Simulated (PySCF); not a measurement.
C₄H₇F₃S₂Si.
Atom-mapped SMILES: `[CH3:1][Si@@H:2]1[S:3][CH2:4][C@@H:5]([C:6]([F:7])([F:8])[F:9])[S:10]1`

Geometry (GFN2-xTB, Å), atoms numbered from 1 in this order:
```
atom  x, y, z in Å
C1     3.1554   -0.1734    0.2935
Si2    1.6142    0.2860   -0.6948
S3     0.5459    1.8924    0.2623
C4    -1.0974    1.1770   -0.0380
C5    -1.1161   -0.2915    0.3455
C6    -2.4984   -0.8751    0.0963
F7    -2.5911   -2.1598    0.4441
F8    -2.8804   -0.7793   -1.1810
F9    -3.4300   -0.2214    0.8172
S10    0.0984   -1.2644   -0.6197
H11    2.9151   -0.4342    1.3223
H12    3.6569   -1.0227   -0.1588
H13    3.8529    0.6573    0.3137
H14    1.8131    0.6007   -2.1033
H15   -1.3506    1.3028   -1.0916
H16   -1.8021    1.7410    0.5736
H17   -0.8927   -0.4233    1.4089
```

Probes without a nucleus sit at each ring's centroid and 1 Å off its mean plane on both sides; NICS is minus the shielding there, NICSzz its component along the normal. Level: GIAO PBE0/pcSseg-1 (PySCF, non-relativistic, gas phase) on the GFN2-xTB geometry, one conformer.

Ring bond lengths (Å), with Mayer bond orders in brackets: Si2–S3 2.154 (0.96), S3–C4 1.817 (1.01), C4–C5 1.518 (0.95), C5–S10 1.831 (1.03), S10–Si2 2.170 (0.93).

Question: What do the NICS probes read (ppm)?

Answer: 
```tsv
ring	type	NICS(0)	NICS(1), two faces	NICS(1)zz, two faces	rms pucker (Å)	centre to ring atoms, mean (Å)
Si2–S3–C4–C5–S10	5-membered ring with 2 S and Si; formal bonds all single	-9.3	-5.1 / -5.2	-2.0 / -1.7	0.23	1.57
```

Question: What do they say, and how far can they be read as aromaticity?

Answer: 
- Si2–S3–C4–C5–S10: mean NICS(1)zz -1.9 ppm, near zero. Si2, C4, C5 have four or more neighbours; no verdict on aromaticity is drawn.

Question: Give the inner angles of the rings and the Hirshfeld charges of the ring atoms.

Answer: 
- Si2–S3–C4–C5–S10: Si2 99.9° (+0.332 e), S3 94.7° (-0.088 e), C4 110.5° (-0.081 e), C5 111.9° (-0.059 e), S10 95.9° (-0.098 e); sum 512.8° against 540° for a flat convex ring.
